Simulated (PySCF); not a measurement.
**GeH₂ + 2 Br₂ → GeBr₂ + 2 HBr**

Level: PBE0 in the def2-TZVP basis family, all electrons, no relativity, computed in PySCF with density fitting; open shells unrestricted.

```csv
species,state and structure,ZPE (kJ/mol),H(298 K) − H(0) (kJ/mol),S° (J/(mol K))
GeH₂,"singlet, C2v, Ge–H 1.594 Å (×2); H–Ge–H 90.6°",28.7,10.0,220.6
Br₂,"singlet, D∞h, Br–Br 2.281 Å",2.0,9.7,244.8
GeBr₂,"singlet, C2v, Ge–Br 2.342 Å (×2); Br–Ge–Br 101.0°",4.1,14.1,318.5
HBr,"singlet, C∞v, H–Br 1.421 Å",16.0,8.7,198.5
```

(1) Is the gas-phase reaction uphill or downhill in electronic energy at this level, and by how much?

(2) Add zero-point, thermal and entropy terms for 298.15 K and 1 bar.

Answers

(1) At PBE0/def2-TZVP, ΔE = -465.3 kJ/mol, downhill. 

(2) ΔZPE = 3.4 and Δ[H(298) − H(0)] = 2.1 kJ/mol give ΔH° = -459.8 kJ/mol. ΔS° = 5.3 J/(mol K), so ΔG° = -459.8 − 298.15 × (0.0053) = -461 kJ/mol.

Each species is the lowest minimum found with this bonding; other isomers or fragments can lie lower.
